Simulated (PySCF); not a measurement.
C3H13NSi2.

```xyz
19

C      1.9215     1.2356    -0.8059
N      1.1476     0.0074    -0.8299
C      0.1234    -0.1646     0.2119
C      0.6834    -0.3713     1.6374
Si    -1.1089     1.2969     0.2119
Si    -0.8518    -1.6967    -0.3751
H      2.4240     1.4610     0.1596
H      2.6981     1.1880    -1.5847
H      1.2779     2.0977    -1.0517
H      1.7782    -0.7963    -0.8176
H      1.2911     0.4893     1.9659
H      1.3269    -1.2692     1.6825
H     -0.1197    -0.5060     2.3814
H     -1.5048     1.6670    -1.1789
H     -2.3246     0.8827     0.9787
H     -0.5295     2.4970     0.8946
H     -1.7875    -2.1894     0.6838
H     -1.6269    -1.3971    -1.6142
H      0.1440    -2.7781    -0.6650
```

Geometry optimised at r2SCAN-D4/def2-SVP. This is a generated structure with no PubChem entry under its InChIKey; it may be hypothetical. The values are those of a single conformer.

Computed with PBE0/pcSseg-1 run with PySCF. Non-relativistic, no solvent.

Computed absolute GIAO shielding of each atom: isotropic value and principal components (ppm):
| atom | σ(iso) | σ11 | σ22 | σ33 | span |
|---|---|---|---|---|---|
| C1 | 150.0 | 130.0 | 137.8 | 182.2 | 52.2 |
| N2 | 212.0 | 168.2 | 197.4 | 270.3 | 102.1 |
| C3 | 152.1 | 123.5 | 143.0 | 189.7 | 66.2 |
| C4 | 165.0 | 140.2 | 166.6 | 188.2 | 48.0 |
| Si5 | 409.9 | 361.6 | 397.0 | 471.0 | 109.4 |
| Si6 | 403.9 | 358.5 | 382.4 | 470.9 | 112.4 |
| H7 | 28.5 | 23.6 | 27.0 | 34.8 | 11.2 |
| H8 | 28.7 | 24.3 | 26.1 | 35.8 | 11.6 |
| H9 | 29.0 | 24.4 | 28.0 | 34.8 | 10.4 |
| H10 | 31.5 | 21.9 | 32.6 | 40.1 | 18.3 |
| H11 | 29.1 | 24.6 | 28.0 | 34.8 | 10.2 |
| H12 | 30.6 | 26.4 | 28.2 | 37.0 | 10.6 |
| H13 | 30.2 | 25.9 | 27.9 | 36.7 | 10.8 |
| H14 | 27.1 | 24.2 | 24.7 | 32.5 | 8.3 |
| H15 | 27.4 | 24.2 | 25.8 | 32.3 | 8.1 |
| H16 | 27.2 | 23.8 | 25.6 | 32.0 | 8.2 |
| H17 | 27.4 | 24.0 | 25.3 | 32.9 | 8.9 |
| H18 | 27.3 | 23.7 | 25.9 | 32.3 | 8.6 |
| H19 | 27.7 | 24.5 | 26.1 | 32.6 | 8.1 |
